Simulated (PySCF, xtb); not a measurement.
Mo(Me)4 (C4H12Mo), SMILES [CH3][Mo]([CH3])([CH3])[CH3] (connectivity only; charge and spin as stated), neutral, multiplicity 3.

Harmonic wavenumbers (cm⁻¹) from GFN2-xTB (xtb 6.7.1) at its own minimum, in rising order: 99, 99, 102, 102, 103, 138, 152, 153, 154, 465, 465, 466, 470, 501, 501, 501, 593, 593, 594, 654, 654, 1274, 1274, 1274, 1279, 1461, 1461, 1461, 1468, 1468, 1468, 1470, 1470, 2844, 2844, 2845, 2865, 2865, 2865, 2865, 2874, 2874, 2882, 2883, 2883.

Question: What does PBE0-D3(BJ)/def2-SVP (PySCF 2.14.0) give at its own minimum? (Estimate from the structure and the level; the computed values follow.)

Answer: 119, 119, 119, 120, 120, 147, 153, 153, 153, 506, 506, 506, 534, 534, 534, 542, 635, 635, 636, 636, 636, 1180, 1180, 1180, 1198, 1389, 1389, 1389, 1397, 1397, 1397, 1398, 1398, 2999, 2999, 2999, 3003, 3107, 3107, 3107, 3107, 3107, 3111, 3111, 3111. Paired by order, the mean absolute difference is 88 cm⁻¹ and the zero-point energies are 84.0 and 86.9 kcal/mol.
